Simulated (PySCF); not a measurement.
Al(H)(Br)(NH2) (AlBrH3N), SMILES [NH2][AlH][Br].

Geometry optimised at B3LYP-D3(BJ)/def2-TZVP. One conformer was computed; it need not be the lowest.

Level of theory: TDA-B3LYP/def2-SVPD (PySCF).

Vertical excitations. Isolated molecule, no solvent. State labels are in the subgroup Cs.

```json
[
 {"state": "S1", "symmetry": "A\"", "energy (eV)": "6.02", "λ (nm)": "206", "f": "0.020", "main pairs": "HOMO→LUMO+1 97 %"},
 {"state": "S2", "symmetry": "A\"", "energy (eV)": "6.15", "λ (nm)": "202", "f": "0.002", "main pairs": "HOMO−1→LUMO 98 %"},
 {"state": "S3", "symmetry": "A'", "energy (eV)": "6.20", "λ (nm)": "200", "f": "0.079", "main pairs": "HOMO→LUMO 88 %"},
 {"state": "S4", "symmetry": "A'", "energy (eV)": "6.64", "λ (nm)": "187", "f": "0.084", "main pairs": "HOMO−1→LUMO+1 86 %"},
 {"state": "S5", "symmetry": "A\"", "energy (eV)": "6.75", "λ (nm)": "184", "f": "0.041", "main pairs": "HOMO→LUMO+2 91 %"},
 {"state": "S6", "symmetry": "A'", "energy (eV)": "6.84", "λ (nm)": "181", "f": "0.046", "main pairs": "HOMO−2→LUMO 86 %"},
 {"state": "S7", "symmetry": "A\"", "energy (eV)": "6.96", "λ (nm)": "178", "f": "0.063", "main pairs": "HOMO−2→LUMO+1 81 %"},
 {"state": "S8", "symmetry": "A\"", "energy (eV)": "7.21", "λ (nm)": "172", "f": "0.060", "main pairs": "HOMO−3→LUMO 88 %"},
 {"state": "S9", "symmetry": "A'", "energy (eV)": "7.50", "λ (nm)": "165", "f": "0.023", "main pairs": "HOMO−1→LUMO+2 82 %"},
 {"state": "S10", "symmetry": "A\"", "energy (eV)": "7.66", "λ (nm)": "162", "f": "0.010", "main pairs": "HOMO→LUMO+3 89 %"},
 {"state": "T1", "symmetry": "A'", "energy (eV)": "5.16", "λ (nm)": "240", "f": "0", "main pairs": "HOMO→LUMO 96 %"},
 {"state": "T2", "symmetry": "A\"", "energy (eV)": "5.67", "λ (nm)": "219", "f": "0", "main pairs": "HOMO→LUMO+1 93 %"},
 {"state": "T3", "symmetry": "A\"", "energy (eV)": "5.97", "λ (nm)": "208", "f": "0", "main pairs": "HOMO−1→LUMO 94 %"},
 {"state": "T4", "symmetry": "A'", "energy (eV)": "6.18", "λ (nm)": "201", "f": "0", "main pairs": "HOMO−2→LUMO 96 %"}
]
```
Triplets are in the Tamm–Dancoff approximation.
